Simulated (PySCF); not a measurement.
**Partial charges of `Cc1cc(F)ccc1C#[O+]`**

Compound: C8H6FO (charge +1).
Cartesian coordinates in Å at the GFN2-xTB level; atoms count from 1:
```xyz
16
C8H6FO angstrom
C     -2.0155   -0.7895    0.1390
C     -0.5868   -0.4058    0.0432
C      0.4196   -1.3495    0.0091
C      1.7542   -0.9641   -0.0791
F      2.6817   -1.8913   -0.1076
C      2.1421    0.3825   -0.1370
C      1.1786    1.3491   -0.1057
C     -0.1983    0.9750   -0.0153
C     -1.1275    1.9550    0.0137
O     -1.8937    2.7823    0.0371
H     -2.4753   -0.3667    1.0329
H     -2.5788   -0.4208   -0.7189
H     -2.1222   -1.8699    0.1784
H      0.1825   -2.4025    0.0507
H      3.1903    0.6306   -0.2050
H      1.4415    2.3945   -0.1471
```

Density: PBE0/pcSseg-1 (PySCF); schemes: Mulliken, IAO, Hirshfeld and ESP-fitted. Isolated species at its GFN2-xTB geometry, gas phase.

Do the Mulliken, IAO, Hirshfeld and ESP-fitted schemes agree on where the charge is highest?

All schemes agree: Mulliken C9 (+0.557); IAO C9 (+0.586); Hirshfeld C9 (+0.354); ESP-fitted C9 (+0.643).

Do the Mulliken, IAO, Hirshfeld and ESP-fitted schemes agree on where the charge is lowest?

The schemes don't all agree: Mulliken C8 (-0.328); IAO C1 (-0.445); Hirshfeld C1 (-0.097); ESP-fitted C1 (-0.594).

At which atom do the 4 schemes differ most?

At C2: from -0.185 (Mulliken) to +0.412 e (ESP-fitted), 0.597 e apart.

What partial charge does each atom carry?

In e:

```csv
atom,environment,Mulliken,IAO,Hirshfeld,ESP-fitted
C1,benzylic-type carbon,-0.093,-0.445,-0.097,-0.594
C2,substituted aromatic carbon,-0.185,+0.113,+0.078,+0.412
C3,aromatic CH carbon,-0.077,-0.180,-0.030,-0.432
C4,aromatic C–F carbon,+0.439,+0.399,+0.174,+0.580
F5,aryl fluorine,-0.197,-0.190,-0.004,-0.135
C6,aromatic CH carbon,-0.112,-0.169,-0.021,-0.352
C7,aromatic CH carbon,+0.105,-0.065,+0.025,+0.005
C8,substituted aromatic carbon,-0.328,-0.144,-0.006,-0.340
C9,triply bonded carbon,+0.557,+0.586,+0.354,+0.643
O10,oxygen bonded to C,-0.091,-0.089,+0.022,-0.117
H11,methyl hydrogen,+0.177,+0.184,+0.072,+0.205
H12,methyl hydrogen,+0.177,+0.184,+0.072,+0.205
H13,methyl hydrogen,+0.169,+0.190,+0.081,+0.221
H14,aromatic hydrogen,+0.147,+0.207,+0.090,+0.245
H15,aromatic hydrogen,+0.167,+0.215,+0.095,+0.244
H16,aromatic hydrogen,+0.145,+0.204,+0.093,+0.211
```

Mean size of the charges over all atoms: ESP-fitted 0.309 e, IAO 0.223 e, Mulliken 0.198 e, Hirshfeld 0.082 e. Each set sums to the total charge, 1, to within 0.001 e. The Hirshfeld scheme weights the molecular density at each point by an atom's share of the summed free-atom densities. The Mulliken scheme gives each basis function's population to the atom it is centred on and halves the overlap population of two atoms between them.

How many electrons does the IAO scheme count on O10?

Z − q = 8 − (-0.089) = 8.089.

How closely do the schemes follow one another over all atoms?

Correlation coefficient and root-mean-square difference: IAO with ESP-fitted 0.95, 0.136 e; IAO with Hirshfeld 0.94, 0.162 e; Hirshfeld with ESP-fitted 0.89, 0.267 e; Mulliken with IAO 0.84, 0.137 e; Mulliken with Hirshfeld 0.83, 0.156 e; Mulliken with ESP-fitted 0.76, 0.231 e.

Sum the charges by element, for elements with more than one atom.

```tsv
element	atoms	Mulliken	IAO	Hirshfeld	ESP-fitted
C	8	+0.306	+0.096	+0.478	-0.078
H	6	+0.983	+1.183	+0.503	+1.331
```
